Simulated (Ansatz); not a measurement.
Frontier orbitals of C$_{2}$H$_{3}$AlClFO (`FC1(Cl)[CH2][AlH][O]1`).

```xyz
9

F     1.006   -1.484    0.914
C     0.014   -0.858    0.230
Cl   -1.489   -1.815    0.529
C    -0.130    0.614    0.663
Al    0.284    0.874   -1.219
O     0.314   -0.864   -1.110
H     0.609    0.871    1.422
H    -1.123    0.858    1.033
H     0.515    1.804   -2.463
```

The species carries charge 0 and has multiplicity 1. The geometry is a stationary point of PBE0-D4/def2-TZVP. Basis def2-TZVPP, Ansatz.

Orbital energies of one run (eV). Highest occupied ones, from the top: -7.09, -7.45, -7.81, -7.98, -8.74, -9.52, -9.85, -10.55, -10.97, -12.72, -12.97, -13.40, -15.79, -19.16. Empty: -1.92, -0.87, -0.33, -0.05, 1.91, 2.31.

Q: Which functional gave them?
A. BHLYP
B. r2SCAN
C. r2SCAN0
D. PBE0

A: B. HOMO energies: r2SCAN -7.09, r2SCAN0 -8.32, BHLYP -9.35, PBE0 -8.13 eV.
